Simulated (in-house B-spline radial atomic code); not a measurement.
Inner levels of xenon as electrons are removed. A shift is the extra binding of the orbital against the neutral atom ([Kr] 4d10 5s2 5p6). The density at the nucleus is averaged over the nuclear charge. Computed with a radial B-spline atomic code at the basis-set limit: Dirac-Hartree-Fock, average of the configuration, finite nuclei.

```json
{"ion": "Xe", "configuration": "[Kr] 4d10 5s2 5p6", "shift of 3d5/2 (eV)": "0", "shift of 4p3/2 (eV)": "0", "shift of 3d3/2 (eV)": "0", "radius of 3d5/2 (bohr)": "0.28145", "radius of 4p3/2 (bohr)": "0.77311", "radius of 3d3/2 (bohr)": "0.27785", "Σ<r²> (bohr²)": "61.199", "change of density at nucleus (bohr⁻³)": "-"}
{"ion": "Xe+", "configuration": "[Kr] 4d10 5s2 5p5", "shift of 3d5/2 (eV)": "10.154", "shift of 4p3/2 (eV)": "10.071", "shift of 3d3/2 (eV)": "10.153", "radius of 3d5/2 (bohr)": "0.28145", "radius of 4p3/2 (bohr)": "0.77366", "radius of 3d3/2 (bohr)": "0.27784", "Σ<r²> (bohr²)": "51.195", "change of density at nucleus (bohr⁻³)": "9.073"}
{"ion": "Xe2+", "configuration": "[Kr] 4d10 5s2 5p4", "shift of 3d5/2 (eV)": "21.53", "shift of 4p3/2 (eV)": "21.291", "shift of 3d3/2 (eV)": "21.53", "radius of 3d5/2 (bohr)": "0.28144", "radius of 4p3/2 (bohr)": "0.77351", "radius of 3d3/2 (bohr)": "0.27783", "Σ<r²> (bohr²)": "43.284", "change of density at nucleus (bohr⁻³)": "19.643"}
{"ion": "Xe3+", "configuration": "[Kr] 4d10 5s2 5p3", "shift of 3d5/2 (eV)": "33.973", "shift of 4p3/2 (eV)": "33.495", "shift of 3d3/2 (eV)": "33.973", "radius of 3d5/2 (bohr)": "0.28142", "radius of 4p3/2 (bohr)": "0.77322", "radius of 3d3/2 (bohr)": "0.27782", "Σ<r²> (bohr²)": "36.707", "change of density at nucleus (bohr⁻³)": "31.487"}
{"ion": "Xe4+", "configuration": "[Kr] 4d10 5s2 5p2", "shift of 3d5/2 (eV)": "47.379", "shift of 4p3/2 (eV)": "46.572", "shift of 3d3/2 (eV)": "47.379", "radius of 3d5/2 (bohr)": "0.2814", "radius of 4p3/2 (bohr)": "0.77277", "radius of 3d3/2 (bohr)": "0.2778", "Σ<r²> (bohr²)": "31.07", "change of density at nucleus (bohr⁻³)": "44.471"}
{"ion": "Xe5+", "configuration": "[Kr] 4d10 5s2 5p1", "shift of 3d5/2 (eV)": "61.674", "shift of 4p3/2 (eV)": "60.442", "shift of 3d3/2 (eV)": "61.676", "radius of 3d5/2 (bohr)": "0.28137", "radius of 4p3/2 (bohr)": "0.77216", "radius of 3d3/2 (bohr)": "0.27777", "Σ<r²> (bohr²)": "26.136", "change of density at nucleus (bohr⁻³)": "58.534"}
{"ion": "Xe6+", "configuration": "[Kr] 4d10 5s2", "shift of 3d5/2 (eV)": "76.804", "shift of 4p3/2 (eV)": "75.044", "shift of 3d3/2 (eV)": "76.808", "radius of 3d5/2 (bohr)": "0.28133", "radius of 4p3/2 (bohr)": "0.77138", "radius of 3d3/2 (bohr)": "0.27773", "Σ<r²> (bohr²)": "21.752", "change of density at nucleus (bohr⁻³)": "73.614"}
{"ion": "Xe7+", "configuration": "[Kr] 4d10 5s1", "shift of 3d5/2 (eV)": "93.914", "shift of 4p3/2 (eV)": "91.532", "shift of 3d3/2 (eV)": "93.919", "radius of 3d5/2 (bohr)": "0.28129", "radius of 4p3/2 (bohr)": "0.76954", "radius of 3d3/2 (bohr)": "0.27769", "Σ<r²> (bohr²)": "18.394", "change of density at nucleus (bohr⁻³)": "-25.955"}
{"ion": "Xe8+", "configuration": "[Kr] 4d10", "shift of 3d5/2 (eV)": "?", "shift of 4p3/2 (eV)": "?", "shift of 3d3/2 (eV)": "?", "radius of 3d5/2 (bohr)": "?", "radius of 4p3/2 (bohr)": "?", "radius of 3d3/2 (bohr)": "?", "Σ<r²> (bohr²)": "?", "change of density at nucleus (bohr⁻³)": "?"}
{"ion": "Xe9+", "configuration": "[Kr] 4d9", "shift of 3d5/2 (eV)": "140.94", "shift of 4p3/2 (eV)": "133.51", "shift of 3d3/2 (eV)": "140.96", "radius of 3d5/2 (bohr)": "0.28142", "radius of 4p3/2 (bohr)": "0.76006", "radius of 3d3/2 (bohr)": "0.27782", "Σ<r²> (bohr²)": "14.079", "change of density at nucleus (bohr⁻³)": "-113.76"}
{"ion": "Xe10+", "configuration": "[Kr] 4d8", "shift of 3d5/2 (eV)": "171.3", "shift of 4p3/2 (eV)": "159.11", "shift of 3d3/2 (eV)": "171.34", "radius of 3d5/2 (bohr)": "0.28121", "radius of 4p3/2 (bohr)": "0.75261", "radius of 3d3/2 (bohr)": "0.27762", "Σ<r²> (bohr²)": "12.931", "change of density at nucleus (bohr⁻³)": "-85.893"}
{"ion": "Xe11+", "configuration": "[Kr] 4d7", "shift of 3d5/2 (eV)": "202.81", "shift of 4p3/2 (eV)": "185.42", "shift of 3d3/2 (eV)": "202.87", "radius of 3d5/2 (bohr)": "0.28096", "radius of 4p3/2 (bohr)": "0.74521", "radius of 3d3/2 (bohr)": "0.27738", "Σ<r²> (bohr²)": "11.865", "change of density at nucleus (bohr⁻³)": "-55.746"}
{"ion": "Xe12+", "configuration": "[Kr] 4d6", "shift of 3d5/2 (eV)": "235.43", "shift of 4p3/2 (eV)": "212.42", "shift of 3d3/2 (eV)": "235.51", "radius of 3d5/2 (bohr)": "0.28068", "radius of 4p3/2 (bohr)": "0.73786", "radius of 3d3/2 (bohr)": "0.27712", "Σ<r²> (bohr²)": "10.871", "change of density at nucleus (bohr⁻³)": "-23.312"}
{"ion": "Xe13+", "configuration": "[Kr] 4d5", "shift of 3d5/2 (eV)": "269.15", "shift of 4p3/2 (eV)": "240.08", "shift of 3d3/2 (eV)": "269.26", "radius of 3d5/2 (bohr)": "0.28037", "radius of 4p3/2 (bohr)": "0.73059", "radius of 3d3/2 (bohr)": "0.27681", "Σ<r²> (bohr²)": "9.9405", "change of density at nucleus (bohr⁻³)": "11.369"}
{"ion": "Xe14+", "configuration": "[Kr] 4d4", "shift of 3d5/2 (eV)": "303.94", "shift of 4p3/2 (eV)": "268.39", "shift of 3d3/2 (eV)": "304.08", "radius of 3d5/2 (bohr)": "0.28002", "radius of 4p3/2 (bohr)": "0.72341", "radius of 3d3/2 (bohr)": "0.27648", "Σ<r²> (bohr²)": "9.0671", "change of density at nucleus (bohr⁻³)": "48.293"}
{"ion": "Xe15+", "configuration": "[Kr] 4d3", "shift of 3d5/2 (eV)": "339.78", "shift of 4p3/2 (eV)": "297.34", "shift of 3d3/2 (eV)": "339.96", "radius of 3d5/2 (bohr)": "0.27964", "radius of 4p3/2 (bohr)": "0.71632", "radius of 3d3/2 (bohr)": "0.27611", "Σ<r²> (bohr²)": "8.2452", "change of density at nucleus (bohr⁻³)": "87.428"}
{"ion": "Xe16+", "configuration": "[Kr] 4d2", "shift of 3d5/2 (eV)": "?", "shift of 4p3/2 (eV)": "?", "shift of 3d3/2 (eV)": "?", "radius of 3d5/2 (bohr)": "?", "radius of 4p3/2 (bohr)": "?", "radius of 3d3/2 (bohr)": "?", "Σ<r²> (bohr²)": "?", "change of density at nucleus (bohr⁻³)": "?"}
{"ion": "Xe17+", "configuration": "[Kr] 4d1", "shift of 3d5/2 (eV)": "414.56", "shift of 4p3/2 (eV)": "357.1", "shift of 3d3/2 (eV)": "414.83", "radius of 3d5/2 (bohr)": "0.27876", "radius of 4p3/2 (bohr)": "0.70244", "radius of 3d3/2 (bohr)": "0.27526", "Σ<r²> (bohr²)": "6.7382", "change of density at nucleus (bohr⁻³)": "172.29"}
{"ion": "Xe18+", "configuration": "[Ar] 3d10 4s2 4p6", "shift of 3d5/2 (eV)": "?", "shift of 4p3/2 (eV)": "?", "shift of 3d3/2 (eV)": "?", "radius of 3d5/2 (bohr)": "?", "radius of 4p3/2 (bohr)": "?", "radius of 3d3/2 (bohr)": "?", "Σ<r²> (bohr²)": "?", "change of density at nucleus (bohr⁻³)": "?"}
{"ion": "Xe19+", "configuration": "[Ar] 3d10 4s2 4p5", "shift of 3d5/2 (eV)": "494.42", "shift of 4p3/2 (eV)": "420.64", "shift of 3d3/2 (eV)": "494.79", "radius of 3d5/2 (bohr)": "0.27772", "radius of 4p3/2 (bohr)": "0.68809", "radius of 3d3/2 (bohr)": "0.27425", "Σ<r²> (bohr²)": "5.4341", "change of density at nucleus (bohr⁻³)": "268.52"}
{"ion": "Xe20+", "configuration": "[Ar] 3d10 4s2 4p4", "shift of 3d5/2 (eV)": "536.12", "shift of 4p3/2 (eV)": "453.87", "shift of 3d3/2 (eV)": "536.54", "radius of 3d5/2 (bohr)": "0.27715", "radius of 4p3/2 (bohr)": "0.68118", "radius of 3d3/2 (bohr)": "0.2737", "Σ<r²> (bohr²)": "4.8463", "change of density at nucleus (bohr⁻³)": "320.6"}
```

Q: Fill in the row of Xe8+.

A: shift of 3d5/2 (eV): 111.75; shift of 4p3/2 (eV): 108.64; shift of 3d3/2 (eV): 111.76; radius of 3d5/2 (bohr): 0.28124; radius of 4p3/2 (bohr): 0.76753; radius of 3d3/2 (bohr): 0.27764; Σ<r²> (bohr²): 15.321; change of density at nucleus (bohr⁻³): -139.3.

Q: Fill in the row of Xe16+.

A: shift of 3d5/2 (eV): 376.66; shift of 4p3/2 (eV): 326.91; shift of 3d3/2 (eV): 376.88; radius of 3d5/2 (bohr): 0.27921; radius of 4p3/2 (bohr): 0.70933; radius of 3d3/2 (bohr): 0.2757; Σ<r²> (bohr²): 7.4703; change of density at nucleus (bohr⁻³): 128.76.

Q: Fill in the row of Xe18+.

A: shift of 3d5/2 (eV): 453.47; shift of 4p3/2 (eV): 387.9; shift of 3d3/2 (eV): 453.79; radius of 3d5/2 (bohr): 0.27827; radius of 4p3/2 (bohr): 0.69565; radius of 3d3/2 (bohr): 0.27479; Σ<r²> (bohr²): 6.0455; change of density at nucleus (bohr⁻³): 218.01.
